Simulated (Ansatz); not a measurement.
`[CH3][GeH]([NH2])[Cl]` + HI → `[CH3][GeH]([Cl])[I]` + NH₃ at 400 K and 1 bar (ligand exchange at a Ge–N bond).

Program: Ansatz. Geometries: PBE0-D4/def2-TZVP. ΔE: electronic, gas phase. CCSD(T)/CBS adds triple-zeta CCSD(T) − MP2 to the extrapolated MP2 energy (def2 sets, frozen cores). This one scheme is used for every species. Elements past krypton have def2 core potentials. For Ge, I outer-core shells are correlated without core-valence functions, which leaves a few kJ/mol of doubt a bond. Scalar relativity is left out up to krypton. One conformer a species, not always the lowest.

```csv
species,CCSD(T)/CBS energy (Eh),H − E (kJ/mol),S (J/(mol·K))
`[CH3][GeH]([NH2])[Cl]`,-2632.32972,222.3,380.6
HI,-298.03592,25.7,215.0
`[CH3][GeH]([Cl])[I]`,-2873.88412,154.0,396.1
NH₃,-56.50880,104.2,203.1
```

H − E and S are ideal-gas, rigid-rotor, harmonic terms from PBE0-D4/def2-TZVP, for one conformer and one mirror image of each species. 1 Eh = 2625.50 kJ/mol, R = 8.31446 J/(mol·K).

Problem. By hand: ΔE, ΔH, ΔS and ΔG.

Solution. ΔE = (-2873.88412) + (-56.50880) − (-2632.32972) − (-298.03592) = -0.02728 Eh = -71.6 kJ/mol. Δ(H − E) = 154.0 + 104.2 − 222.3 − 25.7 = 10.2, so ΔH = -61.4 kJ/mol. ΔS = 396.1 + 203.1 − 380.6 − 215.0 = 3.6 J/(mol·K). ΔG = -61.4 − 400 × (3.6)/1000 = -62.8 kJ/mol.

Problem. By hand: the equilibrium constant, and the temperature at which ΔG would vanish if ΔH and ΔS stayed fixed.

Solution. log₁₀ K = −ΔG/(RT ln 10) = 8.2. ΔH and −TΔS have one sign here, so there is no such temperature.

The number of gas molecules stays the same, so ΔS is small and ΔH decides. A doubt of 5 kJ/mol in ΔE shifts log₁₀ K by 0.7 here. Other conformers and mirror images would add mixing entropy, several J/(mol·K) or more a flexible species. These are equilibria of isolated gas molecules and say nothing of rates. Largest T1 diagnostic: 0.010 (customary marks: 0.02 for closed shells, 0.045 for open ones).

ΔS is within the doubt of such terms, so its sign, and with it that verdict, could turn.
